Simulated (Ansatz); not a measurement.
# Which is lower?

Two relaxed structures of CH$_{4}$GeN (charge +1), closed shell (PBE0-D4/def2-TZVP; forces vanish, vibrations not checked).

A:

C1  (-0.820, -0.522, -0.202)
N2  (0.067, -0.015, -0.952)
Ge3  (0.473, 0.349, 0.918)
H4  (-1.714, -1.093, -0.449)
H5  (0.141, -0.028, -1.971)
H6  (0.212, 1.802, 1.260)
H7  (1.640, -0.492, 1.396)
(Å)

B:

```json
{"atom": "C1", "x (Å)": "-1.1101", "y (Å)": "-1.0063", "z (Å)": "-0.5792"}
{"atom": "N2", "x (Å)": "-0.4152", "y (Å)": "0.0487", "z (Å)": "-0.4333"}
{"atom": "Ge3", "x (Å)": "0.5983", "y (Å)": "0.4821", "z (Å)": "1.2900"}
{"atom": "H4", "x (Å)": "-1.6425", "y (Å)": "-1.2160", "z (Å)": "-1.5054"}
{"atom": "H5", "x (Å)": "-0.3890", "y (Å)": "0.6801", "z (Å)": "-1.2325"}
{"atom": "H6", "x (Å)": "1.0784", "y (Å)": "1.8257", "z (Å)": "0.6038"}
{"atom": "H7", "x (Å)": "-1.1770", "y (Å)": "-1.7203", "z (Å)": "0.2402"}
```

Ansatz 0.2.0; basis: def2-TZVPP; cores frozen in the correlated methods. Filled d shells of the heavier atoms are correlated. The def2 sets are not built for correlating such inner shells, so the correlated values are less sure here. B3LYP uses VWN-RPA correlation.

(1) Which structure is lower at CCSD(T), and by how much? (Judge from chemistry; the value comes from the calculation.)

T1 diagnostic: at most 0.015. The restricted Hartree–Fock reference is unstable towards an unrestricted one at one or more of these structures.

## Answers

(1) The calculation gives: B, by 20.10 kcal/mol (electronic energy, against the other). By their contacts, A is CH₄GeN ([CH]1[NH][GeH2]1), total charge +1 and B is CH₄GeN ([CH2][NH][GeH]), total charge +1.

All methods give the same order:

```csv
method,E(B) − E(A) (kcal/mol)
PBE-D4,-20.91
r2SCAN-D4,-18.03
PBE0-D4,-20.49
B3LYP-D4,-26.72
wB97M-V,-23.33
HF,-28.49
MP2,-17.57
CCSD,-21.57
CCSD(T),-20.10
```

Labels in which every atom is bracketed show which atoms are joined, not bond orders.

For scale, one of the runs: CCSD(T)/def2-TZVPP, 166 basis functions, launched by `ansatz run in.yaml --threads 2 --pin off --events-out ev --progress --plain --max-ram 4352MiB`. Hardware: 2 CPU threads of an Arm Neoverse V2, shared host. Wall time 29 s; peak host memory 1.3 GiB.
